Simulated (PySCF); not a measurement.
C3H7BN2, SMILES C=C1CNB1N. The structure is a stationary point at PBE0-D3(BJ)/def2-SVP. The structure was generated by enumeration, and PubChem lists no compound with its InChIKey, so it may never have been made. The values are those of a single conformer.

Give the equilibrium geometry at PBE0-D3(BJ)/def2-SVP (PySCF confirms it by a frequency run) as a Z-matrix, and its point group. (An estimate is asked for; the answer gives what the named calculation found.)

Several could match; the one computed here: point group Cs.
```
C
C 1 1.3316
H 2 1.0949 1 121.30
H 2 1.0965 3 116.42 1 -180.00
C 1 1.5286 2 131.01 3 -180.00
H 5 1.1073 1 114.25 2 62.74
H 5 1.1073 6 108.28 1 128.56
N 5 1.4607 6 114.65 7 129.40
H 8 1.0091 5 125.66 6 -63.08
B 8 1.4245 9 139.57 5 180.00
N 10 1.4032 8 133.68 9 0.00
H 11 1.0089 10 121.95 8 180.00
H 11 1.0097 12 114.19 10 180.00
```
Charge 0, spin multiplicity 1.
